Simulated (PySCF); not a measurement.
BeGeH6Si, SMILES [GeH3][Be][SiH3].

The structure is a stationary point at PBE0-D3(BJ)/def2-SVP.

These are IEF-PCM-PBE0/def2-SVP in PySCF values and carry that method's errors.

The values are the electrostatic part of the solvation free energy, E(continuum) − E(gas) at the gas-phase geometry, in a cavity of scaled van der Waals radii (PySCF's table); cavitation and dispersion terms are not included. A continuum can't describe solvent molecules that bind to the metal. In vacuum the orbital gap is 5.66 eV. The dipole moment in vacuum is 0.11 D.

Computed values in water (ε = 78.36), acetone (ε = 20.49), chlorobenzene (ε = 5.70):
```
solvent            ε  ΔG(elec) (kcal/mol)  dipole (D)  gap (eV)
-------------  -----  -------------------  ----------  --------
water          78.36                 -4.0        0.19      5.96
acetone        20.49                 -3.7        0.19      5.93
chlorobenzene   5.70                 -2.8        0.17      5.87
```
